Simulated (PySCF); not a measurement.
**Electronic structure of C (carbon, neutral) at the PBE0 level**

Configuration: [He] 2s1 2p3, high-spin 5S determinant (an excited configuration). Calculation: PySCF 2.14, in aug-cc-pVQZ; no relativity, point nucleus.

```json
{
  "Total energy": "-37.6590 hartree",
  "One-electron energy": "-50.2298 hartree",
  "Hartree (Coulomb) energy": "17.8748 hartree",
  "Exchange-correlation energy": "-5.3040 hartree",
  "Kinetic energy": "37.55295 hartree",
  "⟨S²⟩": "6.0000",
  "⟨L²⟩": "0.000",
  "Sum of ⟨r⟩": "7.136 bohr",
  "Sum of ⟨r²⟩": "13.97 bohr²",
  "Density at the nucleus (Gaussians lack the cusp)": "122 bohr⁻³",
  "Spin density at the nucleus": "2.89 bohr⁻³",
  "Langevin diamagnetic susceptibility": "-11.1 ×10⁻⁶ cm³/mol"
}
```

| shell | electrons | mean orbital energy (hartree) | rms radius, mean of both spins (bohr) |
| --- | --- | --- | --- |
| 1s α | 1 | -10.36160 | 0.314 |
| 1s β | 1 | -10.28089 | 0.314 |
| 2s α | 1 | -0.66486 | 1.68 |
| 2p α | 3 | -0.31047 | 1.91 |
